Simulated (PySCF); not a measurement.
Molfile (atoms numbered from 1):
```
H9NP2Si2
     RDKit          3D

 14 13  0  0  0  0  0  0  0  0999 V2000
   -2.3832    0.2410    0.1729 Si  0  0  0  0  0  4  0  0  0  0  0  0
   -0.9671   -0.5917    0.7337 N   0  0  0  0  0  0  0  0  0  0  0  0
    0.6676   -0.0352    0.7448 Si  0  0  0  0  0  4  0  0  0  0  0  0
    1.0800    0.9724   -1.2282 P   0  0  0  0  0  0  0  0  0  0  0  0
    1.9235   -1.8759    1.0715 P   0  0  0  0  0  0  0  0  0  0  0  0
   -3.5083   -0.5569    0.6505 H   0  0  0  0  0  0  0  0  0  0  0  0
   -2.3574    1.5805    0.7624 H   0  0  0  0  0  0  0  0  0  0  0  0
   -2.3634    0.3426   -1.2883 H   0  0  0  0  0  0  0  0  0  0  0  0
   -1.1052   -1.5357    1.0549 H   0  0  0  0  0  0  0  0  0  0  0  0
    0.8543    0.8742    1.8933 H   0  0  0  0  0  0  0  0  0  0  0  0
    0.3853    2.1239   -0.9048 H   0  0  0  0  0  0  0  0  0  0  0  0
    2.2910    1.5173   -0.8296 H   0  0  0  0  0  0  0  0  0  0  0  0
    2.4925   -1.8712   -0.1888 H   0  0  0  0  0  0  0  0  0  0  0  0
    2.9897   -1.1858    1.6136 H   0  0  0  0  0  0  0  0  0  0  0  0
  1  2  1  0
  2  3  1  0
  3  4  1  0
  3  5  1  0
  1  6  1  0
  1  7  1  0
  1  8  1  0
  2  9  1  0
  3 10  1  0
  4 11  1  0
  4 12  1  0
  5 13  1  0
  5 14  1  0
M  END
```

Geometry: GFN2-xTB; GIAO shifts from PySCF 2.14, gas phase, non-relativistic, averaged over equivalent atoms.

At PBE0/pcSseg-1 (158 basis functions, 18 s wall time on 1 thread of an Intel Xeon Platinum 8488C, shared host):
```
          atoms  δ (ppm)
            Si3    -10.4
            Si1    -58.3
             N2      9.4
          P4/P5   -276.1
            H10     6.10
       H6/H7/H8     4.71
H11/H12/H13/H14     1.34
             H9    -0.12
```

Scale: TMS for ²⁹Si (σ = 349.16 ppm), ¹H (σ = 31.72 ppm); NH3 for ¹⁵N (σ = 267.73 ppm); H3PO4 for ³¹P (σ = 318.38 ppm) (reference shieldings calculated alike).

Q: Predict the values at revPBE/pcSseg-1 on the same geometry.

A: 
```
          atoms  δ at revPBE/pcSseg-1  change
            Si3                 -12.2    -1.8
            Si1                 -62.7    -4.4
             N2                  14.6    +5.2
          P4/P5                  20.6  +296.7
            H10                  6.36   +0.26
       H6/H7/H8                  4.84   +0.13
H11/H12/H13/H14                  1.35   +0.01
             H9                 -0.14   -0.02
```

Scale: TMS for ²⁹Si (σref 336.46), ¹H (σref 31.77); ¹⁵N (σref 265.38) against NH3; PH3 for ³¹P (σref 600.14) (reference shieldings calculated alike).

The largest change is at P4/P5 (phosphorus bonded to Si, 2 H). Cost: 158 basis functions, 37 s wall time on 1 thread of an Arm Neoverse N1, shared host.

Experimental scales use liquid or dissolved standards, which lie at an offset from isolated NH3 (liquid NH3: subtract about 20 ppm) and H3PO4.
